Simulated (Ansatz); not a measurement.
Born–Oppenheimer molecular dynamics of C2H9NOSi (14 atoms, charge 0, multiplicity 1). It starts from a relaxed structure.

Computed with RKS PBE/STO-3G (Ansatz).

```
ensemble        : NVT, Langevin thermostat
time step       : 0.5 fs
steps asked     : 250
set temperature : 2000 K
friction        : 0.005 /fs
masses          : H 10 u
seed            : 863185
```

First frame:

```xyz
14
Properties=species:S:1:pos:R:3
Si -0.026 -0.011 -0.124
O 0.284 -0.089 1.585
H -0.668 -0.233 1.966
N 1.515 0.010 -1.008
C 2.350 -1.229 -0.859
H 1.721 -2.122 -1.055
H 3.174 -1.212 -1.606
H 2.819 -1.350 0.150
C 2.360 1.232 -0.786
H 3.184 1.252 -1.533
H 1.737 2.139 -0.930
H 2.829 1.290 0.228
H -0.740 1.214 -0.496
H -0.785 -1.174 -0.591
```

How far do the bonds stretch over the last three quarters of this one trajectory? (Pairs bonded in most of those frames.)


```
   bond  mean (Å)  spread (Å)  shortest  longest
 Si1–O2     1.742       0.047      1.65     1.83
 Si1–N4     1.849       0.071      1.75     2.00
Si1–H13     1.475       0.084      1.34     1.64
Si1–H14     1.473       0.064      1.37     1.60
  O2–H3     1.049       0.045      0.97     1.14
  N4–C5     1.574       0.094      1.41     1.78
  N4–C9     1.547       0.041      1.49     1.63
  C5–H6     1.113       0.035      1.03     1.18
  C5–H7     1.114       0.048      1.03     1.21
  C5–H8     1.126       0.053      1.01     1.23
 C9–H10     1.124       0.052      1.02     1.23
 C9–H11     1.131       0.035      1.06     1.21
 C9–H12     1.129       0.030      1.06     1.19
```

Mean temperature of the second half: 1285 K. The mean temperature of the second half is 36 % below the set value. A run of 0.12 ps of so small a system gives no equilibrium averages. Limits of this set-up: minimal basis.

Run time: 10 min on 1 thread of Arm Neoverse V2, with other jobs on the host, peak memory 0.093 GiB.
